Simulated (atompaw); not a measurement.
## Before and after: PAW (atompaw) potential for Ta (Z = 73)

tantalum (Ta), PAW, made with atompaw 4.2.0.5 (PBE, scalar-relativistic). Core [Xe] 4f14, reference 5d3 6s1 6p0 (charge +1). Waves: 6s (bound): rc 2.90 bohr; 6s channel at 0.6 Ry: rc 2.90 bohr; 6p (bound, empty): rc 2.90 bohr; 6p channel at 0.45 Ry: rc 2.90 bohr; 5d (bound): rc 2.70 bohr; 5d channel at 0.65 Ry: rc 2.90 bohr. Local part: ultrasoft scheme with l = 3 at -0.5 Ry, radius 2.60 bohr. Core correction: smooth core density matched at 2.55 bohr. Augmentation charge: besselshape compensation charge, radius 2.15 bohr; PAW radius 2.90 bohr; waves and projectors: custom rrkj gramschmidtortho.

Change: local potential ultrasoft scheme with l = 3 at -0.5 Ry, radius 1.84 bohr.

Cutoffs: the cutoffs (Ry, on a coarse ladder) from which the occupation-weighted sum of valence levels, in a spherical-Bessel basis at the reference potential, stays within 10 and 1 mRy of its value at 400 Ry; they do not see the model core or the augmentation charge, which bear on the density cutoff.

What does the change do?

The potential gets neither clearly harder nor softer (12 Ry and 18 Ry → 12 Ry and 18 Ry); the range in which the s phases agree widens (upper end 2.1 → 3.2); the range in which the d phases agree widens (upper end 1.5 → at the end of the scan); neither file shows a bound ghost.

| quantity | base | changed |
| --- | --- | --- |
| cutoff, loose | 12 Ry | 12 Ry |
| cutoff, tight | 18 Ry | 18 Ry |
| bound ghosts | none | none |
| s: phases at 2.91 bohr within 0.05 rad from the reference energy up to (Ry; the scan ends near 5) | 2.1 | 3.2 |
| p: phases at 2.91 bohr within 0.05 rad from the reference energy up to (Ry; the scan ends near 5) | 0.7 | 1.6 |
| d: phases at 2.91 bohr within 0.05 rad from the reference energy up to (Ry; the scan ends near 5) | 1.5 | to the end of the scan |
| lowest overlap eigenvalue by channel | s 0.44, p 0.59, d 0.19 | s 0.50, p 0.60, d 0.11 |

 The cutoffs see the waves, projectors and local potential, not the compensation charge or the core.
